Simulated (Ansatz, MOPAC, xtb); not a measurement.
**CH5FGeO (SMILES [CH3][GeH]([OH])[F]): methods side by side**

The runs start from one conformer, not always the lowest.

CH5FGeO, singlet, SMILES `[CH3][GeH]([OH])[F]`. Each level relaxes the structure for itself.

Quantity: the highest harmonic wavenumber at each level's own minimum, in cm⁻¹. The values are calculated.

| level | kind | program | value (cm⁻¹) |
| --- | --- | --- | --- |
| AM1 | semi-empirical | MOPAC | 3599 |
| MNDO | semi-empirical | MOPAC | 4149 |
| PM3 | semi-empirical | MOPAC | 3955 |
| GFN2-xTB | semi-empirical | xtb | 3637 |
| HF/STO-3G | Hartree–Fock | Ansatz | 4268 |
| HF/3-21G | Hartree–Fock | Ansatz | 4000 |
| HF/6-31G* (Cartesian functions) | Hartree–Fock | Ansatz | 4123 |
| PBE/def2-SVP | GGA | Ansatz | 3734 |
| PBE0-D4/def2-TZVP | global hybrid | Ansatz | 3900 |
| B3LYP/6-31G* (Cartesian functions) | global hybrid | Ansatz | 3773 |

All-electron rows without a relativistic Hamiltonian named are non-relativistic. Harmonic and unscaled. The values span 3599 to 4268 cm⁻¹.
